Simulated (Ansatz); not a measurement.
Pulling on the C3–H5 bond in C2H6Zn (SMILES C[CH2][ZnH]) (multiplicity 1 held, fragments rigid). Energies count from the point at 1.095 Å.
Geometry at that point (charge 0, multiplicity 1):
```xyz
9

Zn    -0.1040     0.1481     0.8335
H     -0.3450     0.8644     2.1845
C      0.2022    -0.7601    -0.8850
C      0.1842     0.1511    -2.1212
H     -0.5549    -1.5440    -0.9868
H      1.1618    -1.2826    -0.8191
H      0.9537     0.9247    -2.0678
H     -0.7747     0.6615    -2.2367
H      0.3601    -0.4128    -3.0427
```

Signs of static correlation in def2-TZVPP, with CASSCF(2,2), from Ansatz (a quantum-chemistry and plane-wave program) runs.

```tsv
R (Å)	T1 of restricted CCSD	largest double amplitude of restricted CCSD	CASSCF natural occupations
0.876	0.013	0.023	1.99 0.01
0.985	0.013	0.029	1.99 0.01
1.095	0.013	0.033	1.98 0.02
1.204	0.014	0.031	1.97 0.03
1.313	0.014	0.030	1.96 0.04
1.478	0.015	0.029	1.94 0.06
1.642	0.016	0.030	1.91 0.09
1.916	0.021	0.073	1.84 0.16
2.189	0.029	0.161	1.73 0.27
2.518	0.043	(withheld)	1.57 0.43
2.955	(withheld)	0.505	1.35 0.65
3.503	0.086	0.727	1.17 0.83
```

Problem. Some entries are withheld; supply them.

Solution. 
- 2.518, largest double amplitude of restricted CCSD: 0.311
- 2.955, T1 of restricted CCSD: 0.064

Doubts at one or more of the structures used: a restricted determinant that unrestricted orbitals would lower (R-CCSD(T)/def2-TZVPP); other coupled-cluster roots lie near (R-CCSD(T)/def2-TZVPP); T1 above 0.05 (R-CCSD(T)/def2-TZVPP).
